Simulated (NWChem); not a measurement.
Molecule: C5H8; SMILES C1(CC1)C=C

```xyz
13

C     -0.1166     2.2405     0.0000
C      0.3767     0.9993     0.0000
C     -0.4218    -0.2395     0.0000
C      0.0765    -1.4540    -0.7461
C      0.0765    -1.4540     0.7461
H     -1.1953     2.4266     0.0000
H      0.5405     3.1133     0.0000
H      1.4664     0.8606     0.0000
H     -1.5057    -0.0837     0.0000
H      1.0351    -1.3683    -1.2659
H     -0.6620    -2.0671    -1.2691
H      1.0351    -1.3683     1.2659
H     -0.6620    -2.0671     1.2691
```
Atoms are numbered in this order, from 1.

Program: NWChem. Pople sets run with spherical d functions. Structure relaxed at the PBE0/def2-SVP level.

What does the run give for B3LYP/6-311++G**? Quantities: highest occupied level (eV); orbital gap (eV); dipole (D).

The highest occupied level (eV) comes out as -6.66, the orbital gap (eV) comes out as 6.59 and the dipole (D) is 0.62.
